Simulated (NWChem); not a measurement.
System: CH6BeOSi; SMILES [Be]([SiH3])[O]C

The following NWChem deck was run.

```
start job
memory heap 200 mb stack 900 mb global 1100 mb
geometry units angstroms noautoz
  Be     0.001470    -0.002451    -0.003463
  O     -0.697340    -0.332467    -1.164054
  C     -1.390818    -0.653372    -2.307519
  H     -2.146461     0.116366    -2.542362
  H     -0.711372    -0.735724    -3.173689
  H     -1.914878    -1.618566    -2.196078
  Si     1.085204     0.510145     1.800676
  H      0.728816    -0.384149     2.952197
  H      0.809900     1.914984     2.251063
  H      2.571568     0.403847     1.622618
end
basis spherical
  * library def2-tzvp
end
dft
  xc b3lyp
  iterations 150
  mulliken
end
task dft energy
```

Excerpt of the output:

```
             Northwest Computational Chemistry Package (NWChem) 7.3.0
             --------------------------------------------------------

 C1  symmetry detected

                             Geometry "geometry" -> ""
                             -------------------------

 Output coordinates in angstroms (scale by  1.889725989 to convert to a.u.)

  No.       Tag          Charge          X              Y              Z
 ---- ---------------- ---------- -------------- -------------- --------------
    1 Be                   4.0000     0.00086522    -0.03320465     0.00231405
    2 O                    8.0000     0.00036224    -1.42755625     0.00321433
    3 C                    6.0000    -0.00032087    -2.80282840    -0.00226369
    4 H                    1.0000     0.17370535    -3.19554480    -1.01918693
    5 H                    1.0000     0.79156432    -3.20261972     0.65482377
    6 H                    1.0000    -0.96694477    -3.20057925     0.35282776
    7 Si                  14.0000    -0.00008589     2.13293086    -0.00044098
    8 H                    1.0000    -1.37090012     2.70176660     0.22332014
    9 H                    1.0000     0.49023037     2.70131887    -1.29995566
   10 H                    1.0000     0.87911374     2.70486523     1.07295594

 Effective nuclear repulsion energy (a.u.)     119.1517070148

                                 NWChem DFT Module
                                 -----------------

 Summary of "ao basis" -> "ao basis" (spherical)
 ------------------------------------------------------------------------------
       Tag                 Description            Shells   Functions and Types
 ---------------- ------------------------------  ------  ---------------------
 Be                        def2-tzvp                 9       19   5s3p1d
 O                         def2-tzvp                11       31   5s3p2d1f
 C                         def2-tzvp                11       31   5s3p2d1f
 H                         def2-tzvp                 4        6   3s1p
 Si                        def2-tzvp                13       37   5s5p2d1f

            General Information
            -------------------
          SCF calculation type: DFT
          Wavefunction type:  closed shell.
          No. of atoms     :    10
          No. of electrons :    38
           Alpha electrons :    19
            Beta electrons :    19
          Charge           :     0
          Spin multiplicity:     1
          Use of symmetry is: off; symmetry adaption is: off
          Maximum number of iterations: 150
          AO basis - number of functions:   154
                     number of shells:    68
          Convergence on energy requested:  1.00D-06
          Convergence on density requested:  1.00D-05
          Convergence on gradient requested:  5.00D-04

              XC Information
              --------------
                         B3LYP Method XC Potential
                     Hartree-Fock (Exact) Exchange  0.200
                        Slater Exchange Functional  0.800 local
                    Becke 1988 Exchange Functional  0.720 non-local
              Lee-Yang-Parr Correlation Functional  0.810
                  VWN I RPA Correlation Functional  0.190 local

             Grid Information
             ----------------
          Grid used for XC integration:  medium
          Radial quadrature: Mura-Knowles
          Angular quadrature: Lebedev.
          Tag              B.-S. Rad. Rad. Pts. Rad. Cut. Ang. Pts.
          ---              ---------- --------- --------- ---------
          Be                  1.05       49          10.0       434
          O                   0.60       49          12.0       434
          C                   0.70       49          14.0       434
          H                   0.35       45          14.0       434
          Si                  1.10       88          13.0       590
          Grid pruning is: on
          Number of quadrature shells:   505
          Spatial weights used:  Erf1

      Superposition of Atomic Density Guess
      -------------------------------------

 Sum of atomic energies:        -418.86248102

      Non-variational initial energy
      ------------------------------

 Total energy =    -420.349282
 1-e energy   =    -812.089429
 2-e energy   =     272.588440
 HOMO         =      -0.368045
 LUMO         =       0.006237

     ---------------------------------------------
      Total Density - Mulliken Population Analysis
     ---------------------------------------------

    Atom       Charge   Shell Charges
 -----------   ------   -------------------------------------------------------
    1 Be   4     3.66   1.02  0.96  0.53  0.41  0.04  0.58  0.01  0.02  0.10
    2 O    8     8.56   0.79  1.18  0.57  0.97  0.16  2.08  2.27  0.51  0.00  0.02  0.00
    3 C    6     6.18   0.86  1.12  0.53  0.66  0.12  1.13  1.28  0.36  0.02  0.08  0.01
    4 H    1     0.86   0.25  0.45  0.14  0.02
    5 H    1     0.86   0.25  0.45  0.14  0.02
    6 H    1     0.86   0.25  0.45  0.14  0.02
    7 Si  14    13.90   2.00  0.59  1.39  0.88  0.51  4.11  1.73  0.51  1.42  0.64  0.06  0.05  0.01
    8 H    1     1.03   0.22  0.54  0.27  0.01
    9 H    1     1.03   0.22  0.54  0.27  0.01
   10 H    1     1.03   0.22  0.54  0.27  0.01

   convergence    iter        energy       DeltaE   RMS-Dens  Diis-err
 ---------------- ----- ----------------- --------- --------- ---------
 d= 0,ls=0.0,diis     1   -421.2107568511 -5.40D+02  6.89D-03  1.00D+00
 d= 0,ls=0.0,diis     2   -421.0699644254  1.41D-01  4.20D-03  2.45D+00
 d= 0,ls=0.0,diis     3   -421.3004897041 -2.31D-01  9.53D-04  1.10D-01
 d= 0,ls=0.0,diis     4   -421.3091611375 -8.67D-03  3.53D-04  9.51D-03
 d= 0,ls=0.0,diis     5   -421.3102506701 -1.09D-03  9.45D-05  6.16D-04
  Resetting Diis
 d= 0,ls=0.0,diis     6   -421.3103254585 -7.48D-05  2.78D-05  2.64D-05
 d= 0,ls=0.0,diis     7   -421.3103293657 -3.91D-06  4.73D-06  1.01D-06
 d= 0,ls=0.0,diis     8   -421.3103293447  2.09D-08  2.81D-06  1.08D-06

         Total DFT energy =     -421.310329344733
      One electron energy =     -816.267564422713
           Coulomb energy =      315.931092434256
    Exchange-Corr. energy =      -40.125564371104
 Nuclear repulsion energy =      119.151707014828

 Numeric. integr. density =       37.999996292866

                       DFT Final Molecular Orbital Analysis
                       ------------------------------------

 Vector   17  Occ=2.000000D+00  E=-3.055015D-01
              MO Center=  1.0D-01, -1.8D+00,  2.4D-02, r^2= 2.2D+00
   Bfn.  Coefficient  Atom+Function         Bfn.  Coefficient  Atom+Function
  ----- ------------  ---------------      ----- ------------  ---------------
    27      0.316341   2 O  pz               30      0.268819   2 O  pz
    25      0.223173   2 O  px               28      0.189649   2 O  px
    89     -0.174896   5 H  s                33      0.171081   2 O  pz
    90     -0.137043   5 H  s                58     -0.134046   3 C  pz
    83      0.128272   4 H  s                 8     -0.123072   1 Be pz

 Vector   18  Occ=2.000000D+00  E=-3.054931D-01
              MO Center= -1.0D-01, -1.8D+00, -2.2D-02, r^2= 2.2D+00
   Bfn.  Coefficient  Atom+Function         Bfn.  Coefficient  Atom+Function
  ----- ------------  ---------------      ----- ------------  ---------------
    25      0.316321   2 O  px               28      0.268803   2 O  px
    27     -0.223182   2 O  pz               30     -0.189657   2 O  pz
    95      0.175001   6 H  s                31      0.171077   2 O  px
    96      0.137135   6 H  s                56     -0.134073   3 C  px
    83     -0.127983   4 H  s                 6     -0.123072   1 Be px

 Vector   19  Occ=2.000000D+00  E=-2.810829D-01
              MO Center=  2.6D-04,  1.4D+00,  8.8D-04, r^2= 2.3D+00
   Bfn.  Coefficient  Atom+Function         Bfn.  Coefficient  Atom+Function
  ----- ------------  ---------------      ----- ------------  ---------------
   115      0.311465   7 Si py                7      0.306302   1 Be py
     3     -0.161649   1 Be s                 4     -0.156895   1 Be s
   118      0.147705   7 Si py              106     -0.133989   7 Si py
   112      0.129707   7 Si py                2      0.114909   1 Be s
    32     -0.105615   2 O  py              104     -0.102874   7 Si s

 Vector   20  Occ=0.000000D+00  E=-1.752955D-02
              MO Center= -4.5D-02,  6.4D-01,  7.1D-03, r^2= 4.5D+00
   Bfn.  Coefficient  Atom+Function         Bfn.  Coefficient  Atom+Function
  ----- ------------  ---------------      ----- ------------  ---------------
    14      0.457653   1 Be pz              119      0.453215   7 Si pz
   145      0.453837   9 H  s               151     -0.403095  10 H  s
     8     -0.361234   1 Be pz               84     -0.202361   4 H  s
    33     -0.161769   2 O  pz               27     -0.137852   2 O  pz
    90      0.136483   5 H  s               116      0.115549   7 Si pz

 Vector   21  Occ=0.000000D+00  E=-1.749991D-02
              MO Center=  5.0D-02,  6.4D-01, -5.0D-03, r^2= 4.5D+00
   Bfn.  Coefficient  Atom+Function         Bfn.  Coefficient  Atom+Function
  ----- ------------  ---------------      ----- ------------  ---------------
   139      0.495152   8 H  s                12      0.457765   1 Be px
   117      0.453320   7 Si px                6     -0.361272   1 Be px
   151     -0.290974  10 H  s               145     -0.203312   9 H  s
    96     -0.194615   6 H  s                31     -0.162000   2 O  px
    90      0.151318   5 H  s                25     -0.137897   2 O  px

[...]
```

Level: B3LYP/def2-TZVP. Coordinates come from a PBE0/def2-SVP optimisation.
